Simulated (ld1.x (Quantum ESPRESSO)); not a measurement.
**tantalum (Ta): excitation energies, all-electron against TM**

| Item | Value |
| --- | --- |
| Element | tantalum |
| Generator | ld1.x (Quantum ESPRESSO) 7.5 |
| Type | norm-conserving Troullier–Martins (Kleinman–Bylander form) |
| Functional | PBE |
| Relativity | scalar-relativistic |
| Frozen core | [Xe] 4f14 |
| Valence charge | 5 |
| Reference configuration | 5d3 6s2 6p0 |
| Partial waves | 6p (bound, empty): rc 3.85 bohr; 5d (bound): rc 2.80 bohr; 6s (bound): rc 2.95 bohr |
| Local potential | the s channel |
| Core correction | none |

Energies are relative to the spin-unpolarised reference configuration 5d3 6s2 6p0; without spin polarisation the order of configurations can differ from experiment.

```tsv
valence configuration	charge	ΔE all-electron (eV)	error AE − PS (meV)
5d3 6s1 6p0	+1	8.467	+6.6
5d3 6s0 6p0	+2	23.439	+95
5d2 6s0 6p0	+3	47.043	+137
5d3 6s0 6p1	+1	13.546	+30
5d3 6s1.5 6p0	+0.5	3.461	+0.3
5d2 6s2 6p0	+1	7.681	+6.3
5d4 6s1 6p0	0	2.094	-2.1
```

Levels in the configuration 5d3 6s1 6p0:

```tsv
level	all-electron (eV)	pseudo (eV)
5d	-10.486	-10.493
6s	-11.620	-11.591
```
